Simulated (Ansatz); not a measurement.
Sr₃Se₃⁻. Total charge -1; doublet. Geometry B3LYP-D4/def2-SVPD.

```xyz
6

Sr    0.756   -3.009   -0.605
Sr    0.082    2.568   -1.840
Sr   -0.476    0.216    1.233
Se    0.028   -2.561    2.096
Se    0.265   -0.349   -1.719
Se   -0.655    3.135    0.835
```

In the def2 sets Sr takes a core potential; there is no spin–orbit coupling. At r2SCAN-D4/def2-TZVPD the gap within one spin of the charge -1 doublet nearly closes, so an electron or hole may be smeared out by delocalisation error. Another isomer (doublet) lies 0.34 eV lower at PBE0-D4/def2-TZVPD; other spin states weren't run for this one.

Q: Estimate the α-spin orbital energies around the gap (eV) in Ansatz with PBE-D4/def2-TZVPD, r2SCAN-D4/def2-TZVPD, r2SCANh-D4/def2-TZVPD, PBE0-D4/def2-TZVPD, r2SCAN0-D4/def2-TZVPD.

A: 
| orbital | PBE-D4/def2-TZVPD | r2SCAN-D4/def2-TZVPD | r2SCANh-D4/def2-TZVPD | PBE0-D4/def2-TZVPD | r2SCAN0-D4/def2-TZVPD |
| --- | --- | --- | --- | --- | --- |
| HOMO−5 | -1.66 | -1.82 | -2.17 | -2.59 | -2.71 |
| HOMO−4 | -1.65 | -1.80 | -2.15 | -2.57 | -2.69 |
| HOMO−3 | -1.36 | -1.54 | -1.87 | -2.25 | -2.38 |
| HOMO−2 | -1.24 | -1.42 | -1.75 | -2.14 | -2.26 |
| HOMO−1 | -1.23 | -1.39 | -1.74 | -2.12 | -2.25 |
| HOMO | -0.05 | -0.09 | -0.19 | -0.32 | -0.34 |
| LUMO | 0.12 | 0.05 | 0.13 | 0.29 | 0.26 |
| LUMO+1 | 1.24 | 1.39 | 1.54 | 1.76 | 1.76 |
| LUMO+2 | 1.33 | 1.46 | 1.62 | 1.77 | 1.85 |
| LUMO+3 | 1.40 | 1.50 | 1.66 | 1.85 | 1.90 |
| LUMO+4 | 1.69 | 1.82 | 1.97 | 2.15 | 2.18 |
| LUMO+5 | 1.75 | 1.88 | 2.02 | 2.17 | 2.21 |
| β HOMO | -1.22 | -1.39 | -1.73 | -2.12 | -2.25 |
| β LUMO | 0.43 | 0.59 | 0.67 | 0.91 | 0.77 |
